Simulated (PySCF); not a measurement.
CH8Si2, SMILES [SiH3]C[SiH3] (connectivity only; charge and spin as stated), charge +1, multiplicity 2. Atoms are numbered in the order given.

```xyz
11

Si     1.4800     0.0000     0.2601
C      0.0000     0.0000    -1.0690
Si    -1.4800     0.0000     0.2601
H      2.4862     0.0000    -0.8470
H      1.4147    -1.2441     1.0528
H      1.4147     1.2441     1.0528
H      0.0000     0.9076    -1.6924
H      0.0000    -0.9076    -1.6924
H     -1.4147    -1.2441     1.0528
H     -1.4147     1.2441     1.0528
H     -2.4862     0.0000    -0.8470
```
Charge +1, spin multiplicity 2.

Geometry optimised at ωB97X-D3(BJ)/def2-SVP. The geometry has at least one imaginary mode, so it is a saddle point at that level. The spin state was assumed, not searched.

Level of theory: PySCF with CAM-B3LYP/def2-TZVPD.

Mulliken values depend strongly on the basis, most of all with diffuse functions as here. Atomic charges (e):

```csv
atom,Mulliken,meta-Löwdin,Mulliken spin
Si1,0.29,0.61,0.13
C2,-0.54,-0.44,0.51
Si3,0.29,0.61,0.13
H4,0.06,0.00,0.11
H5,0.02,-0.04,0.00
H6,0.02,-0.04,0.00
H7,0.38,0.18,0.01
H8,0.38,0.18,0.01
H9,0.02,-0.04,0.00
H10,0.02,-0.04,0.00
H11,0.06,0.00,0.11
```
